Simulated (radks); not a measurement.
Results of a calculation; reference values are marked as such.
Coulomb parameter of the 4f shell of the praseodymium ion Pr2+ in the model configuration [Xe] 4f2 6s1, as a second difference U = [E(n + 0.5) + E(n - 0.5) - 2 E(n)] / (0.5)^2 with all orbitals relaxed. "Bare": the charge of the atom changes with n. "Screened": the 6s shell takes up the change at fixed total charge, which measures U(4f,4f) + U(6s,6s) - 2 U(4f,6s). Level of theory: Dirac Kohn-Sham, PBEsol, spin-unpolarised, spherical densities, point nucleus; open shells are shared between the two j in proportion to 2j + 1 (a radial shooting solver on a logarithmic mesh with Libxc functionals).

case,configuration,E - E(n) (eV)
start,[Xe] 4f2 6s1,0.000
bare +0.5,[Xe] 4f2.5 6s1,-8.905
bare -0.5,[Xe] 4f1.5 6s1,13.011
screened +0.5,[Xe] 4f2.5 6s0.5,-2.529
screened -0.5,[Xe] 4f1.5 6s1.5,4.216

U(bare) = 16.425 eV, U(screened by 6s) = 6.750 eV.
